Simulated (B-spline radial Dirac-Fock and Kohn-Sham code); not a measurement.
# Kohn-Sham estimates against Dirac-Fock for the levels of Tl⁶²⁺

System: the Tl⁶²⁺ ion in the configuration 1s2 2s2 2p6 3s2 3p6 3d1.

The density-functional columns are spherical, spin-unpolarised Dirac-Kohn-Sham results without Breit or QED terms: −ε is minus the orbital energy of the initial state and ΔSCF the difference of two total energies. The reference in the last column comes from relaxed Dirac-Fock hole states (ΔSCF) with Breit and QED corrections and a finite nucleus. All numbers are from a radial atomic solver, in eV; a selection of levels is shown. For the 1s level of heavy atoms much of the gap between ΔSCF and the reference is the Breit and QED part, -476.8 eV here; for other levels the error of the functional can be larger.

| level | LDA −ε | LDA ΔSCF | Dirac-Fock |
| --- | --- | --- | --- |
| K | 90139.3 | 90826.3 | 90359.4 |
| L1 | 19838.1 | 20004.7 | 20035.0 |
| L2 | 19282.3 | 19486.6 | 19423.1 |
| L3 | 17189.1 | 17365.8 | 17347.0 |
| M1 | 7697.7 | 7767.3 | 7790.1 |
| M2 | 7482.8 | 7557.1 | 7538.3 |
| M3 | 6941.9 | 7010.5 | 7002.9 |
| M4,5 | 6568.0 | 6647.1 | 6643.4 |

Values without a named source are computed, but for edge energies of neutral atoms, which are taken from tables.
